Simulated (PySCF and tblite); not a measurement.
Results of a calculation; reference values are marked as such.
C9H10, numbered as in [CH2:1]=[CH:2][CH2:3][c:4]1[cH:5][cH:6][cH:7][cH:8][cH:9]1.

The ensemble was built from 90 distance-geometry starts (ETKDG, MMFF94s, GFN2-xTB) and rests on GFN2-xTB geometries. Energies: PBE0-D3(BJ)/pcSseg-1 (IEF-PCM, chloroform), with GFN2-xTB thermal terms (modes under about 200 cm⁻¹ blended into free rotors). Symmetry numbers and mirror images are counted. Conformers within 2 kcal/mol (GFN2-xTB free energy) were kept, 6 at most. GIAO shieldings: PBE0/pcSseg-1 (IEF-PCM, chloroform). Shifts are against TMS (¹H), TMS (¹³C) at the same level; of two unlike H on one atom, a is the less shielded. (PySCF 2.14, tblite 0.8.)

Problem. Predict the averaged NMR shifts at 298.15 K.

Solution. ¹H: 7.78 (H6/H8, 2H), 7.66 (H7, 1H), 7.64 (H5/H9, 2H), 6.42 (H2, 1H), 5.31 (H1a, 1H), 4.97 (H1b, 1H), 3.53 (H3, 2H) ppm. ¹³C: 151.3 (C2), 147.0 (C4), 136.1 (C5/C9), 135.1 (C6/C8), 132.5 (C7), 121.1 (C1), 46.5 (C3) ppm.

Problem. How do the conformers differ?

Solution. Torsions listed: C1–C2–C3–C4, C2–C3–C4–C5. Of a mirror pair one member is shown.
| conformer | shape | weight % |
| --- | --- | --- |
| 1 | 118°, -80° | 50.8 |
| 2 | 0°, 89° | 49.2 |

```csv
signal,1,2,average
H1a,5.19,5.44,5.31
H1b,5.55,4.37,4.97
H2,6.21,6.64,6.42
H3,3.48,3.57,3.53
H5/H9,7.65,7.62,7.64
H6/H8,7.75,7.81,7.78
H7,7.61,7.71,7.66
C1,119.3,122.9,121.1
C2,151.4,151.2,151.3
C3,47.9,45.1,46.5
C4,148.0,145.9,147.0
C5/C9,135.3,137.0,136.1
C6/C8,135.2,135.0,135.1
C7,132.3,132.7,132.5
```

Problem. Which signal moves most, for its nucleus, between 250 and 800 K through the change of populations alone?

Solution. H1b: 4.90 ppm at 250 K, 4.97 ppm at 298.15 K, 4.99 ppm at 320 K, 5.10 ppm at 500 K, 5.17 ppm at 800 K.

Shifts are unscaled: against experiment ¹³C can be off by 15 ppm or more and ¹H by 0.8 ppm.
